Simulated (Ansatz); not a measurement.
`[F][Sn]([F])([F])[SeH]` + NH₃ → `[NH2][Sn]([F])([F])[SeH]` + H–F at 500 K and 1 bar (ligand exchange at the Sn–F bond).

Gas-phase electronic energies from Ansatz, PBE0-D4/def2-TZVP geometries. CCSD(T)/CBS adds triple-zeta CCSD(T) − MP2 to the extrapolated MP2 energy (def2 sets, frozen cores). This one scheme is used for every species. def2 core potentials past Kr. For Se, Sn outer-core shells are correlated without core-valence functions, which leaves a few kJ/mol of doubt a bond. Scalar relativity is left out up to krypton. One conformer a species, not always the lowest.

```csv
species,CCSD(T)/CBS energy (Eh),H − E (kJ/mol),S (J/(mol·K))
`[F][Sn]([F])([F])[SeH]`,-2914.83827,82.1,451.5
NH₃,-56.50880,108.2,211.8
`[NH2][Sn]([F])([F])[SeH]`,-2870.93850,149.8,467.3
H–F,-100.39570,39.4,188.7
```

H − E and S are ideal-gas, rigid-rotor, harmonic terms from PBE0-D4/def2-TZVP, for one conformer and one mirror image of each species. 1 Eh = 2625.50 kJ/mol, R = 8.31446 J/(mol·K).

Problem. By hand: ΔE, ΔH, ΔS and ΔG.

Solution. ΔE = (-2870.93850) + (-100.39570) − (-2914.83827) − (-56.50880) = 0.01287 Eh = 33.8 kJ/mol. Δ(H − E) = 149.8 + 39.4 − 82.1 − 108.2 = -1.1, so ΔH = 32.7 kJ/mol. ΔS = 467.3 + 188.7 − 451.5 − 211.8 = -7.3 J/(mol·K). ΔG = 32.7 − 500 × (-7.3)/1000 = 36.4 kJ/mol.

Problem. By hand: the equilibrium constant, and the temperature at which ΔG would vanish if ΔH and ΔS stayed fixed.

Solution. log₁₀ K = −ΔG/(RT ln 10) = -3.8. ΔH and −TΔS have one sign here, so there is no such temperature.

The number of gas molecules stays the same, so ΔS is small and ΔH decides. A doubt of 5 kJ/mol in ΔE shifts log₁₀ K by 0.5 here. Other conformers and mirror images would add mixing entropy, several J/(mol·K) or more a flexible species. Modes under 60 cm⁻¹, often nearly free rotors, make the harmonic entropy too high. These are equilibria of isolated gas molecules and say nothing of rates. Largest T1 diagnostic: 0.013 (customary marks: 0.02 for closed shells, 0.045 for open ones).

ΔS is within the doubt of such terms, so its sign, and with it that verdict, could turn.
